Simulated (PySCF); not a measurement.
A structure optimised at B3LYP-D3(BJ)/def2-TZVPD, used in a PySCF frequency run:

```
C
H 1 1.0941
H 1 1.0941 2 109.67
H 1 1.0941 2 109.67 3 -120.48
Be 1 1.6537 2 109.27 3 119.76
```
Charge +1, spin multiplicity 1.

**Question.** Write its SMILES, formula and point group.

**Answer.** [Be+][CH3], CH3Be, C3v

**Question.** What are its rotational constants (standard atomic weights)?

**Answer.** 156.68, 26.997, 26.997 GHz
